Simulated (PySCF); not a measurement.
trichloroethylene (C₂HCl₃), singlet, at a GFN2-xTB geometry. Base run: CAMB3LYP/3-21G run with PySCF.

Here is a job for PySCF.
```python
from pyscf import gto, scf, dft

mol = gto.M(
    atom='''
Cl    2.164304    0.650631   -0.024884
C     0.968681   -0.568927   -0.034553
C    -0.332364   -0.292371   -0.001418
Cl   -0.967282    1.297247    0.054353
Cl   -1.500229   -1.550861   -0.012694
H     1.336608   -1.581513   -0.069361
''',
    basis='3-21g',
    charge=0,
    spin=0,
    verbose=4,
)

mf = dft.RKS(mol)
mf.xc = 'camb3lyp'
mf.kernel()
```

The base run was repeated with changes; each row names its change, and settings that it needs were set with it.

| change | ΔE vs base (mEh) | fitting functions | dipole (D) |
|---|---|---|---|
| base | 0.000 | - | 1.23 |
| exchange = seminumerical (SGX) (with mf = sgx.sgx_fit(mf, auxbasis='def2-universal-jfit'); with mf.with_df.dfj = True) | -1.135 | 262 | 1.23 |
| auxbasis = cc-pvdz-jkfit | -0.483 | 499 | 1.23 |
| auxbasis = autoaux | -1.595 | 480 | 1.25 |
| auxbasis = def2-tzvp-ri | -77.500 | 506 | 1.23 |
| auxbasis = default (with mf = mf.density_fit()) | -0.397 | 552 | 1.23 |
| auxbasis = cc-pvqz-jkfit | -0.470 | 707 | 1.23 |
| auxbasis = def2-svp-ri | -1927.3 | 296 | 1.22 |
| only_dfj = on; auxbasis = def2-universal-jfit | -1.131 | 262 | 1.23 |
| auxbasis = cc-pvtz-ri | -29.972 | 558 | 1.23 |

A fitting set is made for a task (jfit for Coulomb, jkfit for Coulomb and exchange, ri for correlation) and for a family of orbital bases.
